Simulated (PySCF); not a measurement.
Computed IR spectrum (relative IR intensity) of a molecule C₄H₂ClF. Geometry optimised at PBE-D3(BJ)/def2-SVP. One conformer was computed; it need not be the lowest. Level of theory: PBE-D3(BJ)/def2-SVP (PySCF). Frequencies are harmonic and unscaled.

Lines under 2 % of the strongest are left out, and lines within 2 cm⁻¹ are merged.

```json
[
 {"ν (cm⁻¹)": "385", "relative intensity": "2.0"},
 {"ν (cm⁻¹)": "433", "relative intensity": "2.3"},
 {"ν (cm⁻¹)": "478", "relative intensity": "5.2"},
 {"ν (cm⁻¹)": "593", "relative intensity": "29"},
 {"ν (cm⁻¹)": "665", "relative intensity": "21"},
 {"ν (cm⁻¹)": "777", "relative intensity": "11"},
 {"ν (cm⁻¹)": "834", "relative intensity": "47"},
 {"ν (cm⁻¹)": "1019", "relative intensity": "31"},
 {"ν (cm⁻¹)": "1083", "relative intensity": "59"},
 {"ν (cm⁻¹)": "1299", "relative intensity": "43"},
 {"ν (cm⁻¹)": "1653", "relative intensity": "100"},
 {"ν (cm⁻¹)": "2150", "relative intensity": "3.2"},
 {"ν (cm⁻¹)": "3123", "relative intensity": "5.2"},
 {"ν (cm⁻¹)": "3408", "relative intensity": "63"}
]
```

Q: Identify the compound among the candidates.
A) C#C/C(Cl)=C\F
B) C#C/C=C(\F)Cl
C) C#C/C(F)=C\Cl

A: B, C#C/C=C(\F)Cl
